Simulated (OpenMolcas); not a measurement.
An OpenMolcas run meant for As I (ANO-R1, X2C; inactive shells 1s 2s 2p 3s 3p 3d 4s; intended active space 3 electrons in 3 orbitals (4p)). One step of its input:

```
&CASPT2
Multistate=1 1
Frozen=3 6
IPEA=0.25
Shift=1.5
MaxIter=60
WThr=0.0 0.3 0.05
PrWF=0.5
NoMix
```

The run finished. Its levels beside those of a sound run (SS-CASPT2, IPEA 0.25 Eh, imaginary shift 0.1 Eh (closed shells correlated: 3d 4s)), in cm-1 above each run's lowest level:

```csv
Level,This run,Usual run
4s2 4p3 4S* 3/2,0.0,0.0
4s2 4p3 2D* 3/2,13995,13546
4s2 4p3 2D* 5/2,14172,13733
4s2 4p3 2P* 1/2,23021,22113
4s2 4p3 2P* 3/2,23257,22361
```

Q: Which setting is unsound, and how much does it matter here?

A: The level shift is far above the usual 0.1 to 0.3 hartree and damps the second-order energy. Against the sound run the excited levels shown move by 670 cm-1 on average and by 910 cm-1 at most.

CASPT2 does not keep the components of a term degenerate, so their means are used; among the terms shown or strongly mixed into the levels shown the widest spread is 200 cm-1 (4s2 4p3 2D*, the sound run). With the s shell closed, the reference lacks s² → p² mixing. Some terms miss by over 15 % even with CASPT2, which points to a basis or an active space too small for the shells correlated. Levels of configurations outside the active space are missing.

* marks odd parity.
